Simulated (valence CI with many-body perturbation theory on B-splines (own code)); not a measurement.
The numbers below are computed, except where a source is named.
Zr²⁶⁺: what the settings do

Level of theory: valence CI with perturbative core correlation (CI+MBPT): four valence electrons over a frozen Dirac-Fock core [Ne], radial functions for each j: 6 s, 6 p, 5 d, 3 f, 1 g, with the one-electron correlation potential Σ1, the two-electron term Σ2, the three-electron term Σ3, Breit, model QED; selected CI, second order for the rest (own B-spline code, finite nucleus).

The last digits are not significant, and no measured levels were compared; by estimate large intervals hold to a few tenths of a per cent, small ones and those within an open d or f shell to about a per cent.

The reference run has the lowest level (3s^2 3p1/2^2) J=0 and an ionisation energy of 1343.14 eV. Its largest variational space holds 10000 state functions.

Levels are named by their leading jj configuration (3d3/2^4 stands for four electrons in 3d with j = 3/2), which in mixed levels can hold well under half, so a name can repeat and another be missing. Letters in brackets count levels of one name in rising energy.

Changed runs:
A. orbitals per symmetry with explicit Σ2 and valence Breit (the others get mean screening factors) 5 → 2; Davidson tolerance 2e-05 → 0.0003
B. scale of Σ1 1 → 0.9
C. scale of Σ1 1 → 0
D. logarithmic knot step 0.27 → 0.8 (bad on purpose)

Excitation energies of the reference run in cm⁻¹, and shifts in cm⁻¹:

```csv
Level,Reference,A,B,C,D
(3s^2 3p1/2 3p3/2) J=1,123794,+5.2,-29,-291,-5.9
(3s^2 3p1/2 3p3/2) J=2,156244,+4.1,-31,-310,-8.6
(3s^2 3p3/2^2) J=2,305342,+12,-60,-599,-18
(3s^2 3p3/2^2) J=0,384426,+26,-60,-602,-27
(3s 3p1/2^2 3p3/2) J=2,613876,-26,+98,+978,-435
(3s 3p1/2^2 3p3/2) J=1,730298,-14,+97,+964,-401
(3s 3p1/2 3p3/2^2) J=2 [a],760494,-17,+80,+799,-402
(3s 3p1/2 3p3/2^2) J=3,804172,-23,+73,+726,-403
(3s 3p1/2 3p3/2^2) J=2 [b],873059,-28,+80,+800,-221
(3s 3p1/2 3p3/2^2) J=0,876440,-1.6,+73,+728,-420
(3s 3p1/2 3p3/2^2) J=1 [a],892174,-4.2,+70,+700,-414
(3s^2 3p1/2 3d3/2) J=2,952912,-30,+77,+769,-137
Ionisation energy (eV),1343.14,+0.0074,-0.09,-0.87,-0.0013
```
